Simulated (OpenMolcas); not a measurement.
**Zr2+: Racah parameters, the spin-orbit constant, worked from levels**

```yaml
Program: OpenMolcas
Basis: ANO-RCC-VDZP [6s5p3d1f]
Scalar_Hamiltonian: DKH2, point nucleus
Active_space: 2 electrons in 9 orbitals (RAS2 4d 5s; RAS3 5p, at most 2 electrons)
State_averaging: 2S+1 = 3 even, 15 roots; 2S+1 = 1 even, 21 roots kept (CI in the orbitals of an earlier block); 2S+1 = 3 odd, 18 roots; 2S+1 = 1 odd, 18 roots kept (CI in the orbitals of an earlier block)
Spin-orbit_coupling: state interaction with AMFI integrals over the reference wave functions, term energies averaged over their components
```

Methods: RASSCF; MS-RASPT2, IPEA 0.25 Eh, imaginary shift 0.1 Eh (closed shells correlated: 4s 4p). Measured levels: Moore, Atomic Energy Levels, vol. II, NSRDS-NBS 35 (1971 reprint of NBS Circular 467, 1952); NIST levels as listed in Rynkun, Gaigalas and Jonsson, Astron. Astrophys. 637, A10 (2020).

**Racah parameters.** Above ³F, d2 has ³P at 15B, ¹G at 12B + 2C and ¹D at 5B + 2C. The first two fix B and C, and the third tests them; where it misses by thousands of cm-1, two parameters do not describe the configuration (Trees and configuration-interaction terms are left out) and B and C hang on the terms chosen. Term energies are centres of gravity, weighted by 2J + 1.

```csv
Source,³P,¹G,B,C,C/B,"¹D from B, C",¹D found
RASSCF,9517,12777,634,2582,4.07,8334,6185
MS-RASPT2,7962,10959,531,2295,4.32,7245,4517
measured,7717,10185,514,2006,3.90,6582,4878
```

Energies in cm-1. From RASSCF to MS-RASPT2, B changes by -16.2 % and C by -11.1 %. Against the measured terms, MS-RASPT2 has B off by +3.3 % and C by +14.4 %.

**The spin-orbit constant.** For the Hund term ³F of d2, E(J) = (A/2) J(J+1) + constant and ζ = 2S·A = 2A. From J = 2 to J = 4 the energy changes by 7 A.

| Source | E(4) - E(2) | A | ζ |
| --- | --- | --- | --- |
| RASSCF | 1581.4 | 225.9 | 452 |
| MS-RASPT2 | 1596.8 | 228.1 | 456 |
| measured | 1486.4 | 212.3 | 425 |

All in cm-1. MS-RASPT2 is off by +7.4 % and RASSCF by +6.4 %. Both methods take the spin-orbit matrix elements from the reference wave functions, so the second can move ζ only through the term energies and any multistate remixing. Second-order mixing with other terms is absorbed into this ζ.

CASPT2 does not keep the components of a term degenerate, so their means are used; among the terms shown or strongly mixed into the levels shown the widest spread is 560 cm-1 (4d² ¹G, MS-RASPT2). Terms from blocks run as CI alone lack orbitals of their own. Without dynamic correlation excited terms often stand tens of per cent too high (terms of higher spin than the ground term too low), and those without a measured partner can miss by more than the paired ones (holds for RASSCF). Measured partners are found by configuration, term and J. A level has none where our copy of the source lacks it or the pairing is in doubt (some pairs that miss far off the trend of their configuration count as doubtful), and it then counts in no deviation. Only configurations of the active space appear.
